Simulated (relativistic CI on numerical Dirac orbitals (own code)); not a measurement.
**How well does a small relativistic CI reproduce As IV?**

Computed by Dirac-Coulomb-Breit CI, orbitals from a KLI potential per configuration, model QED, valence Slater integrals scaled by 0.85, P86 correlation energy added to each configuration (own radial code, finite nucleus).

CI space (outside the closed core [Ar] 3d10): 4s2, 4s.4p, 4p2, 4s.4d, 4s.4f, 4d2, 4s.5s, 4p.4d, 4s.5p, 4f2, 4s.5d, 4p.4f, 4s.6s, 4s.6p, 4p.5s, 4s.5f, 4s.5g, 4s.6d, 4s.7s, 4s.7p, 4s.6f, 4d.4f. Levels of other configurations are missing.

| Configuration | Term (tabulated) | J | Measured (cm⁻¹) | Computed | Error | Purity (%) |
| --- | --- | --- | --- | --- | --- | --- |
| 4s2 | 1S | 0 | 0.0 | 0 | 0 | 97 |
| 4s.4p | 3P° | 1 | 76962.0 | 73504 | -3458 | 100 |
| 4s.4p | 3P° | 2 | 79492.0 | 75892 | -3600 | 100 |
| 4s.4p | 1P° | 1 | 112022.0 | 109500 | -2522 | 97 |
| 4p2 | 3P | 1 | 181468.0 | 178215 | -3253 | 100 |
| 4p2 | 3P | 2 | 184394.0 | 180916 | -3478 | 91 |
| 4s.4d | 3D | 1 | 210597.0 | 206921 | -3676 | 100 |
| 4s.4d | 3D | 2 | 210729.8 | 207041 | -3689 | 100 |
| 4s.4d | 3D | 3 | 210932.6 | 207224 | -3709 | 100 |
| 4p2 | 1S | 0 | 211683.0 | 208382 | -3301 | 94 |
| 4s.5s | 3S | 1 | 220127.6 | 216908 | -3219 | 100 |
| 4s.5p | 3P° | 0 | 251212.0 | 247349 | -3863 | 99 |
| 4s.5p | 3P° | 1 | 251466.9 | 247630 | -3837 | 97 |
| 4s.5p | 3P° | 2 | 252285.0 | 248393 | -3892 | 99 |
| 4s.5p | 1P° | 1 | 254039.9 | 251154 | -2886 | 95 |
| 4s.4f | 3F° | 3 | 284730.0 | 282699 | -2031 | 65 |
| 4s.5d | 3D | 1 | 295580.8 | 291840 | -3741 | 100 |
| 4s.5d | 3D | 2 | 295639.0 | 291889 | -3750 | 100 |
| 4s.5d | 3D | 3 | 295730.2 | 291966 | -3764 | 100 |
| 4s.6s | 3S | 1 | 298875.1 | 295351 | -3524 | 100 |
| 4s.6s | 1S | 0 | 300698.9 | 297953 | -2746 | 100 |

Measured levels from Moore, Atomic Energy Levels, vol. II, NSRDS-NBS 35 (1971 reprint of NBS Circular 467, 1952); pairs were made by configuration, J and term (by order where the table uses no LS term), so strongly mixed levels may be paired wrongly. The analysis dates from before 1960.

Mean error by configuration (cm⁻¹): 4s.4p -3193; 4p2 -3344; 4s.4d -3691; 4s.5s -3219; 4s.5p -3619; 4s.4f -2031; 4s.5d -3752; 4s.6s -3135. Over the excited levels the mean absolute error is 3397 cm⁻¹ (20 of the 20 excited levels that our extract of the source holds in range could be paired), and the median relative error of those above 1,000 cm⁻¹ is 1.5 %.
